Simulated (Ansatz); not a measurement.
A trace of molecular dynamics of ClFGeH$_{2}$O$_{2}$ (7 atoms, charge 0, multiplicity 1).

Level of theory: RHF/def2-SVP in Ansatz.

```json
{"ensemble": "NVE (velocity Verlet)", "starting velocities drawn for": "400 K", "seed": "732723"}
```

```json
{"time (fs)": "0", "T (K)": "400", "potential energy less start (eV)": "0.000", "conserved less start (meV/atom)": "0.00"}
{"time (fs)": "12", "T (K)": "149", "potential energy less start (eV)": "0.163", "conserved less start (meV/atom)": "0.10"}
{"time (fs)": "24", "T (K)": "224", "potential energy less start (eV)": "0.114", "conserved less start (meV/atom)": "0.03"}
{"time (fs)": "36", "T (K)": "175", "potential energy less start (eV)": "0.146", "conserved less start (meV/atom)": "0.05"}
{"time (fs)": "48", "T (K)": "153", "potential energy less start (eV)": "0.160", "conserved less start (meV/atom)": "0.08"}
{"time (fs)": "60", "T (K)": "236", "potential energy less start (eV)": "0.107", "conserved less start (meV/atom)": "0.06"}
{"time (fs)": "72", "T (K)": "184", "potential energy less start (eV)": "0.140", "conserved less start (meV/atom)": "0.09"}
{"time (fs)": "84", "T (K)": "220", "potential energy less start (eV)": "0.117", "conserved less start (meV/atom)": "0.05"}
{"time (fs)": "96", "T (K)": "158", "potential energy less start (eV)": "0.157", "conserved less start (meV/atom)": "0.08"}
{"time (fs)": "108", "T (K)": "295", "potential energy less start (eV)": "0.068", "conserved less start (meV/atom)": "0.02"}
{"time (fs)": "120", "T (K)": "205", "potential energy less start (eV)": "0.126", "conserved less start (meV/atom)": "0.07"}
{"time (fs)": "132", "T (K)": "174", "potential energy less start (eV)": "0.147", "conserved less start (meV/atom)": "0.07"}
{"time (fs)": "144", "T (K)": "217", "potential energy less start (eV)": "0.118", "conserved less start (meV/atom)": "0.03"}
{"time (fs)": "156", "T (K)": "48", "potential energy less start (eV)": "0.229", "conserved less start (meV/atom)": "0.11"}
{"time (fs)": "168", "T (K)": "243", "potential energy less start (eV)": "0.102", "conserved less start (meV/atom)": "0.02"}
{"time (fs)": "180", "T (K)": "189", "potential energy less start (eV)": "0.137", "conserved less start (meV/atom)": "0.08"}
{"time (fs)": "192", "T (K)": "208", "potential energy less start (eV)": "0.124", "conserved less start (meV/atom)": "0.08"}
{"time (fs)": "204", "T (K)": "269", "potential energy less start (eV)": "0.085", "conserved less start (meV/atom)": "0.03"}
{"time (fs)": "216", "T (K)": "170", "potential energy less start (eV)": "0.149", "conserved less start (meV/atom)": "0.08"}
{"time (fs)": "228", "T (K)": "207", "potential energy less start (eV)": "0.125", "conserved less start (meV/atom)": "0.07"}
{"time (fs)": "240", "T (K)": "229", "potential energy less start (eV)": "0.111", "conserved less start (meV/atom)": "0.05"}
{"time (fs)": "252", "T (K)": "198", "potential energy less start (eV)": "0.131", "conserved less start (meV/atom)": "0.07"}
{"time (fs)": "264", "T (K)": "170", "potential energy less start (eV)": "0.149", "conserved less start (meV/atom)": "0.08"}
{"time (fs)": "276", "T (K)": "190", "potential energy less start (eV)": "0.136", "conserved less start (meV/atom)": "0.07"}
{"time (fs)": "288", "T (K)": "324", "potential energy less start (eV)": "0.049", "conserved less start (meV/atom)": "0.02"}
{"time (fs)": "300", "T (K)": "178", "potential energy less start (eV)": "0.144", "conserved less start (meV/atom)": "0.09"}
```

Problem. Is this trajectory sound?

Solution. The conserved energy stayed within 0.12 meV per atom of its start (net change 0.094 meV per atom), so the integration is sound. Over the second half the temperature averaged 0.51 of the 400 K drawn at the start: a run that starts near a minimum puts about half its kinetic energy into the potential. A run of 0.3 ps of so small a system gives no equilibrium averages. The time step was 1 fs.

Run time: 13 min on 1 thread of Arm Neoverse V2, with other jobs on the host, peak memory 0.22 GiB.
